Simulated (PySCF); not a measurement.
C2H9BO2Si.
Numbering: `[BH2:1][CH2:2][O:3][SiH2:4][O:5][CH3:6]` (hydrogens: H7, H8 on B1; H9, H10 on C2; H11, H12 on Si4; H13, H14, H15 on C6)

Geometry (PBE0-D3(BJ)/def2-SVP, Å), atoms numbered from 1 in this order:
```xyz
15
C2H9BO2Si angstrom
B      2.8135   -0.8528   -0.2118
C      1.6742    0.1836   -0.4128
O      0.4331   -0.2192   -0.9288
Si    -0.2946   -1.6938   -0.6971
O     -1.9285   -1.4735   -0.7603
C     -2.6345   -0.5808    0.0581
H      2.7209   -1.9993   -0.5884
H      3.8442   -0.4736    0.2940
H      1.5403    0.7828    0.5123
H      2.1297    0.9200   -1.1153
H      0.0090   -2.6664   -1.7767
H      0.1347   -2.2060    0.6464
H     -2.4038   -0.7262    1.1303
H     -3.7127   -0.7509   -0.0814
H     -2.4112    0.4684   -0.2007
```

Method used: core-valence-separated Tamm–Dancoff BHandHLYP/aug-pcX-1 (pcseg-1 on H, def2-SVPD on Si) in PySCF, non-relativistic, gas phase, PBE0-D3(BJ)/def2-SVP geometry. No shift to experiment was applied.

The lowest roots of each edge with f over 0.003 (five at most, numbered afresh; weaker and dark ones are left out), with transition dipoles (au) in the frame of the coordinates:

```tsv
root	edge	E (eV)	f	μx	μy	μz
1	C	286.35	0.0300	-0.0394	-0.0495	-0.0167
2	C	286.74	0.0282	-0.0332	0.0318	0.0435
3	C	287.12	0.0364	-0.0118	-0.0082	0.0705
4	C	287.13	0.0060	-0.0197	0.0139	0.0164
5	C	287.19	0.0174	0.0495	-0.0021	-0.0031
6	O	532.96	0.0050	0.0105	0.0030	0.0162
7	O	533.00	0.0046	-0.0077	0.0146	-0.0090
8	O	533.30	0.0048	-0.0033	-0.0189	-0.0008
9	O	533.63	0.0077	-0.0146	-0.0074	0.0179
10	O	533.68	0.0130	0.0006	-0.0310	-0.0056
11	B	185.37	0.0910	-0.0489	-0.0378	0.1273
12	B	191.07	0.0101	-0.0437	-0.0029	-0.0156
13	B	191.41	0.0148	0.0008	-0.0537	-0.0163
14	B	191.84	0.0085	-0.0067	-0.0246	-0.0340
15	B	191.99	0.0050	-0.0078	-0.0274	0.0157
```

Problem. Molecules are fixed in this frame and the field points along (1, 0, −1)/√2. What effective strengths 3 f cos²θ do the roots have (θ between field and μ)?

Solution. root 1 (C2): 0.005, root 2 (C6): 0.062, root 3 (C2): 0.071, root 4 (C6): 0.014, root 5 (C2): 0.029, root 6 (O5): 0.001, root 7 (O3): 0.000, root 8 (O5): 0.000, root 9 (O5): 0.021, root 10 (O3): 0.001, root 11 (B1): 0.212, root 12 (B1): 0.006, root 13 (B1): 0.002, root 14 (B1): 0.005, root 15 (B1): 0.004. Root 11 is the strongest. Averaged over all orientations cos²θ is 1/3, which gives f back.

One conformer stands for the species.
